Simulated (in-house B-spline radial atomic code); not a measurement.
Radial electron density of the lanthanum ion La⁴⁺, [Ar] 3d10 4s2 (4p1/2)1 (4p3/2)4 4d10 5s2 (5p1/2)2 (5p3/2)3 5d1. Computed with an all-electron radial atomic-structure program (B-spline basis): Dirac-Kohn-Sham PBE0, spherical fractional occupations, Fermi nucleus of rms radius 4.855 fm.

Caution: exact exchange at fractional occupations of open shells leaves self-interaction of up to several eV.

Columns: r (bohr), 4πr²n(r) (electrons per bohr), bar.

```
 0.00101    2.658 #
 0.00125    3.812 ##
 0.00155    5.448 ##
 0.00192     7.71 ####
 0.00237    10.74 #####
 0.00293    14.82 #######
 0.00362    20.13 #########
 0.00448    26.89 ############
 0.00553    34.99 ################
 0.00684     44.4 ####################
 0.00846    54.41 #########################
  0.0105    64.12 #############################
  0.0129    71.49 #################################
   0.016    75.69 ###################################
  0.0198    75.44 ##################################
  0.0244    71.72 #################################
  0.0302    67.38 ###############################
  0.0374    67.05 ###############################
  0.0462    73.92 ##################################
  0.0571     86.3 #######################################
  0.0706    96.45 ############################################
  0.0873    95.63 ############################################
   0.108    83.62 ######################################
   0.133    72.57 #################################
   0.165     74.1 ##################################
   0.204    82.89 ######################################
   0.252    79.03 ####################################
   0.312     56.1 ##########################
   0.386    33.86 ###############
   0.477    29.52 #############
   0.589    33.36 ###############
   0.729    28.86 #############
   0.901    17.84 ########
    1.11    10.63 #####
    1.38    8.185 ####
     1.7    6.237 ###
    2.11    3.356 ##
     2.6    1.243 #
    3.22   0.3075 
    3.98  0.05372 
    4.92 0.006075 
    6.08 0.000378 
    7.52 9.902e-06
```

On this grid the curve has 4 maxima, near 0.016, 0.0706, 0.204, 0.589 bohr.

The 5d5/2 radial function P(r) = rR(r), positive near the nucleus, with its small component Q(r) (sign convention: Q ≈ (P' + κP/r)/2c):

```tsv
r (bohr)	P	Q
0.0105	0.001077	-7.364e-05
0.016	0.003402	-0.0002299
0.0244	0.01023	-0.0006819
0.0374	0.02882	-0.001889
0.0571	0.07157	-0.004609
0.0873	0.1495	-0.009507
0.133	0.2359	-0.01523
0.204	0.2228	-0.0168
0.312	-0.01748	-0.008847
0.477	-0.3432	0.004011
0.729	-0.2815	0.008568
1.11	0.2841	0.002281
1.7	0.7599	-0.003966
2.6	0.6145	-0.003891
3.98	0.2014	-0.001269
6.08	0.01969	-0.0001219
```
